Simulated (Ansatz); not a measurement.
`CC(O)N[SiH3]` and `CC(O)F` differ in one atom or group.

Ansatz, PBE0-D4/def2-TZVP geometries, multiplicity 1. Each molecule was computed in one conformer, which needn't be the lowest.

| property | `CC(O)N[SiH3]` |
| --- | --- |
| size of the dipole moment (B3LYP/def2-TZVPP) / D | 0.69 |
| size of the dipole moment (PBE/def2-TZVPP) / D | 0.61 |
| HOMO–LUMO gap (PBE0/def2-TZVPP) / eV | 7.46 |
| HOMO energy (ωB97M-V/def2-TZVPP) / eV | -9.51 |
| size of the dipole moment (ωB97M-V/def2-TZVPP) / D | 0.69 |
| HOMO–LUMO gap (B3LYP/def2-TZVPP) / eV | 6.98 |

Problem. Give the same properties after the change, and the shifts. (An estimate is asked.)

Solution. Ansatz gave: 
```
                                          property  `CC(O)F`  shift
  size of the dipole moment (B3LYP/def2-TZVPP) / D      1.63   0.94
    size of the dipole moment (PBE/def2-TZVPP) / D      1.53   0.92
              HOMO–LUMO gap (PBE0/def2-TZVPP) / eV      9.93   2.47
             HOMO energy (ωB97M-V/def2-TZVPP) / eV    -11.35  -1.84
size of the dipole moment (ωB97M-V/def2-TZVPP) / D      1.63   0.94
             HOMO–LUMO gap (B3LYP/def2-TZVPP) / eV      9.29   2.31
```

With PBE0 the HOMO falls by 1.73 eV and the LUMO rises by 0.75 eV, so the gap widens by about 2.48 eV. PBE moves the HOMO by -1.41 eV and ωB97M-V by -1.84 eV. Dipoles are sizes alone; their direction can turn.

B3LYP here is the variant with VWN-RPA as its local correlation; programs differ in this.
